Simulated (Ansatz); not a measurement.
The pair A = H2O (SMILES O) (first 3 atoms), B = CH2O2 (SMILES O=CO); geometry from B3LYP-D3(BJ)/def2-TZVP.
(charge 0, multiplicity 1):
```xyz
8

O      0.68715     0.14478     0.20756
H      0.35834    -0.31763    -0.57006
H     -0.07471     0.59904     0.61144
O     -0.90497     0.69445     2.43326
C     -0.25132    -0.04032     3.13804
O      0.78768    -0.76478     2.75243
H     -0.45822    -0.18844     4.20526
H      0.94296    -0.60523     1.78444
```

Cores are frozen in the correlated methods.

Programs: Ansatz (Gaussian orbitals). Each number belongs to the level named beside it.

Total energies (hartree), monomers frozen at their geometry in the pair:

```json
[
 {"structure": "AB", "PBE/def2-TZVPPD": "-266.0489701", "B3LYP/def2-TZVPPD": "-266.3360997", "MP2/aug-cc-pVDZ": "-265.6034394"},
 {"structure": "A in the pair's basis", "PBE/def2-TZVPPD": "-76.3834756", "B3LYP/def2-TZVPPD": "-76.4692278", "MP2/aug-cc-pVDZ": "-76.2620653"},
 {"structure": "B in the pair's basis", "PBE/def2-TZVPPD": "-189.6482873", "B3LYP/def2-TZVPPD": "-189.8510979", "MP2/aug-cc-pVDZ": "-189.3263405"},
 {"structure": "A", "PBE/def2-TZVPPD": "-76.3834204", "B3LYP/def2-TZVPPD": "-76.4691745", "MP2/aug-cc-pVDZ": "-76.2605841"},
 {"structure": "B", "PBE/def2-TZVPPD": "-189.6482386", "B3LYP/def2-TZVPPD": "-189.8510523", "MP2/aug-cc-pVDZ": "-189.3252383"}
]
```

Question: Work out the interaction energy without and with the counterpoise correction, and the superposition error, for each level.

Answer: 
E(AB) − E(A) − E(B), times 627.509 kcal/mol, with the monomers in their own basis and then in the pair's basis:
- PBE/def2-TZVPPD: -10.86 uncorrected, -10.80 corrected; the monomers gain 0.07 kcal/mol from borrowed functions
- B3LYP/def2-TZVPPD: -9.96 uncorrected, -9.90 corrected; the monomers gain 0.06 kcal/mol from borrowed functions
- MP2/aug-cc-pVDZ: -11.05 uncorrected, -9.43 corrected; the monomers gain 1.62 kcal/mol from borrowed functions

Ansatz is a quantum-chemistry and plane-wave program.
